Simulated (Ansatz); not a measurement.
C₇H₁₇AlO₂ (`C[O][Al-]([CH3])([CH3])[O+]1CCCC1`). Charge 0, multiplicity 1. Geometry: relaxed with PBE0-D4/def2-TZVP. It is one conformer, not always the lowest.

```xyz
27

C    -0.890    2.269    1.249
O    -0.263    1.032    1.242
Al    1.149    0.478    0.402
C     1.951    1.767   -0.851
C     2.285   -0.736    1.448
O     0.247   -0.789   -0.838
C    -0.876   -0.243   -1.560
C    -2.127   -0.753   -0.842
C    -1.604   -1.828    0.125
C    -0.186   -2.072   -0.350
H    -0.920    2.692    2.262
H    -0.393    3.008    0.602
H    -1.933    2.189    0.905
H     2.639    1.272   -1.546
H     2.539    2.518   -0.313
H     1.225    2.320   -1.457
H     3.011   -0.152    2.026
H     2.870   -1.426    0.829
H     1.726   -1.333    2.177
H    -0.769    0.840   -1.555
H    -0.810   -0.606   -2.589
H    -2.838   -1.161   -1.561
H    -2.618    0.050   -0.295
H    -1.585   -1.435    1.142
H    -2.200   -2.740    0.110
H    -0.143   -2.777   -1.187
H     0.513   -2.382    0.423
```

(1) What is the dipole moment at ωB97M-V/def2-TZVPP? (An estimate is asked.)

(2) And with PBE, r2SCAN, B3LYP? (An estimate is asked.)

(3) Give the Mulliken charges with ωB97M-V, B3LYP, PBE in def2-TZVPP. (Estimate.)

Results:

(1) Ansatz gave: 4.56 D, with components (-3.03, -2.45, -2.37) D in this frame, pointing from negative to positive charge.

(2) Computed: PBE 4.39 D, r2SCAN 4.51 D, B3LYP 4.56 D.

(3) Ansatz gave: 
| atom | ωB97M-V | B3LYP | PBE |
| --- | --- | --- | --- |
| C1 | -0.17 | -0.11 | -0.12 |
| O2 | -0.40 | -0.43 | -0.36 |
| Al3 | 0.56 | 0.60 | 0.45 |
| C4 | -0.58 | -0.50 | -0.48 |
| C5 | -0.57 | -0.48 | -0.46 |
| O6 | -0.15 | -0.19 | -0.11 |
| C7 | -0.10 | -0.02 | -0.01 |
| C8 | -0.18 | -0.16 | -0.16 |
| C9 | -0.16 | -0.10 | -0.08 |
| C10 | -0.12 | -0.05 | -0.05 |
| H11 | 0.11 | 0.09 | 0.09 |
| H12 | 0.09 | 0.07 | 0.07 |
| H13 | 0.07 | 0.05 | 0.05 |
| H14 | 0.11 | 0.08 | 0.08 |
| H15 | 0.11 | 0.08 | 0.09 |
| H16 | 0.08 | 0.06 | 0.06 |
| H17 | 0.10 | 0.08 | 0.08 |
| H18 | 0.11 | 0.07 | 0.08 |
| H19 | 0.10 | 0.07 | 0.07 |
| H20 | 0.14 | 0.11 | 0.10 |
| H21 | 0.13 | 0.10 | 0.09 |
| H22 | 0.11 | 0.09 | 0.08 |
| H23 | 0.12 | 0.09 | 0.09 |
| H24 | 0.13 | 0.10 | 0.09 |
| H25 | 0.10 | 0.08 | 0.07 |
| H26 | 0.13 | 0.10 | 0.09 |
| H27 | 0.15 | 0.12 | 0.10 |

B3LYP here is the variant with VWN-RPA as its local correlation; programs differ in this.
